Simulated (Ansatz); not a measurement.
A made-up structure of SiNH3Te, singlet:

```
6
angstrom
N 0.1590 0.6352 0.0727
Si -0.7380 -0.8424 0.1505
Te 1.3036 -1.4252 0.6137
H -1.0750 -1.4198 -1.1023
H 0.3247 1.0820 -0.8291
H -0.0510 1.3037 0.8139
```

It is relaxed with PBE-D4/def2-SVP and then PBE0-D4/def2-TZVP (Ansatz 0.2.0). Atoms count as bonded within 1.22 times the sum of their covalent radii (H–H: 0.88 Å). The end point is not checked to be a true minimum.

(1) Does its bonding change? (Judge from chemistry; the calculation decides.)

Results:

(1) Computed: No: no bond forms or breaks.

Where it ends: The first stage lowers the energy by 1.96 eV in 15 steps. It ends as SiNH₃Te ([NH2]1[SiH][Te]1):
```tsv
atom	x (Å)	y (Å)	z (Å)
N1	0.1356	0.4924	0.0928
Si2	-1.1291	-0.9362	0.2553
Te3	1.4445	-1.1145	0.6272
H4	-1.0156	-1.2040	-1.2417
H5	0.3517	0.8824	-0.8160
H6	0.1362	1.2136	0.8019
```

Labels in which every atom is bracketed show which atoms are joined, not bond orders.

For scale, one of the runs: PBE0-D4/def2-TZVP relaxation, 136 basis functions, launched by `ansatz run in.yaml --threads 2 --pin off --events-out ev --progress --plain --max-ram 4352MiB`. The run took about 22 s on 2 CPU threads of an Arm Neoverse V2 (shared host).
